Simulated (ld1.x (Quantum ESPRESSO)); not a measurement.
## u(r) = r·R(r): atom against pseudo-atom (As)

Columns: radius, all-electron u(r) and pseudo u(r) of the 4p shell (level -7.26 eV) of arsenic in the configuration [Ar] 3d10 4s2 4p2.75; LDA (PZ), scalar-relativistic, ultrasoft scheme, ld1.x (Quantum ESPRESSO) 7.5.

```csv
r (bohr),all-electron,pseudo
0.105,0.1774,0.0072
0.210,0.0143,0.0284
0.315,-0.1974,0.0624
0.420,-0.2891,0.1076
0.525,-0.2668,0.1615
0.630,-0.1754,0.2216
0.735,-0.0528,0.2851
0.840,0.0770,0.3491
0.945,0.2005,0.4112
1.050,0.3111,0.4690
1.155,0.4059,0.5210
1.260,0.4845,0.5659
1.365,0.5474,0.6030
1.470,0.5962,0.6324
1.575,0.6323,0.6543
1.680,0.6572,0.6694
1.785,0.6727,0.6784
1.890,0.6800,0.6820
1.995,0.6806,0.6810
2.100,0.6756,0.6756
2.205,0.6660,0.6660
2.310,0.6527,0.6527
2.415,0.6364,0.6364
2.520,0.6180,0.6180
2.625,0.5978,0.5978
2.730,0.5764,0.5764
```

Task: How many radial nodes do the two functions have?

Result: The all-electron 4p function has n − l − 1 = 2; the pseudo-wave has 0, since the states of the same l below it are removed with the core.

Task: At about which radius was the pseudo-wave matched?

Result: 2.10 bohr, where the columns begin to agree (steps of 0.10 bohr).

Task: Where does each function peak?

Result: Outermost all-electron maximum near 2.00 bohr, pseudo maximum near 1.89 bohr (to the table’s step).

Task: Is the pseudo-wave norm-conserving?

Result: No, it belongs to an ultrasoft set: the norm inside the radius is not constrained, and the difference is carried by the augmentation charge.
